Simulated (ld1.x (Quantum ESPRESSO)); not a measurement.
silicon, TM: configuration errors across variants

* Element: Si (Z = 14)
* Generator: ld1.x (Quantum ESPRESSO) 7.5
* Type: norm-conserving Troullier–Martins (Kleinman–Bylander form)
* Functional: PW91
* Relativity: scalar-relativistic
* Frozen core: [Ne]
* Valence charge: 4
* Reference configuration: 3s2 3p2
* Partial waves: 3s (bound): rc 1.40 bohr; 3p (bound): rc 1.85 bohr
* Local potential: all-electron potential smoothed inside 1.25 bohr (lloc = -1)
* Core correction: none

All-electron excitation energies from the reference (eV): (1) 3s2 3p1 7.782; (2) 3s2 3p0 23.836; (3) 3s1 3p0 57.878; (4) 3s0 3p4 13.798; (5) 3s2 3p1.5 2.941; (6) 3s1 3p3 6.824; (7) 3s1 3p2 15.220.

Tests that are not counted but printed errors over 1 eV. “local potential all-electron potential smoothed inside 0.90 bohr (lloc = -1)”: 3s1 3p0 (solver errors, printed error +5.3 eV).

A true bound ghost makes a file unfit for plane-wave use even where its test errors are small: the radial tests pick states by their node count and pass the ghost by. Where a test does run into it, the solver fails or the error is huge.

Errors AE − PS in meV (a dash: test not solved or not reliable):

| change | (1) | (2) | (3) | (4) | (5) | (6) | (7) | bound ghosts |
| --- | --- | --- | --- | --- | --- | --- | --- | --- |
| base | +14 | +149 | +620 | +25 | +2.2 | +6.3 | +15 | none |
| local potential all-electron potential smoothed inside 0.72 bohr (lloc = -1) | +0.7 | +2.1 | +75 | +25 | +0.1 | +5.6 | +12 | s |
| local potential all-electron potential smoothed inside 0.90 bohr (lloc = -1) | -2.4 | -19 | – | +25 | -0.4 | +5.4 | +10 | s |
| local potential all-electron potential smoothed inside 1.16 bohr (lloc = -1) | +8.7 | +78 | +290 | +25 | +1.4 | +6.0 | +13 | none |
| local potential all-electron potential smoothed inside 1.30 bohr (lloc = -1) | +5.9 | +49 | +180 | +25 | +1.0 | +5.9 | +12 | none |
| local potential all-electron potential smoothed inside 1.52 bohr (lloc = -1) | +2.8 | +23 | +114 | +25 | +0.4 | +5.7 | +10 | none |
| local potential all-electron potential smoothed inside 1.74 bohr (lloc = -1) | +2.7 | +22 | +112 | +25 | +0.4 | +5.6 | +10 | none |
| local potential all-electron potential smoothed inside 1.90 bohr (lloc = -1) | +2.5 | +21 | +109 | +25 | +0.4 | +5.6 | +10 | none |

Q: Give the same row for: local potential all-electron potential smoothed inside 2.16 bohr (lloc = -1).

A: +2.2, +19, +105, +24, +0.3, +5.6, +9.7; bound ghosts: none.
